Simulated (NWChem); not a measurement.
Species: PbNH$_{3}$, singlet; SMILES [PbH][NH2]

Computed with NWChem. Low-valent species are run as closed-shell singlets; no triplet was tried in these runs. def2 effective core potentials on Pb; no spin-orbit coupling. Each level has its own optimisation; frequencies are unscaled.

```tsv
level	r H–Pb (Å)	r N–Pb (Å)	r H–N (Å)	highest harmonic frequency (cm⁻¹)	lowest (cm⁻¹)	zero-point energy (kcal/mol)
PBE/def2-SVP	1.885	2.157	1.024	3583	331	17.9
CAM-B3LYP/def2-SVP	1.857	2.122	1.016	3685	376	18.7
PBE0/def2-SVP	1.862	2.128	1.015	3706	___	18.6
```

Problem. Fill in the missing entries.

Solution. 
- PBE0/def2-SVP, lowest (cm⁻¹): 347
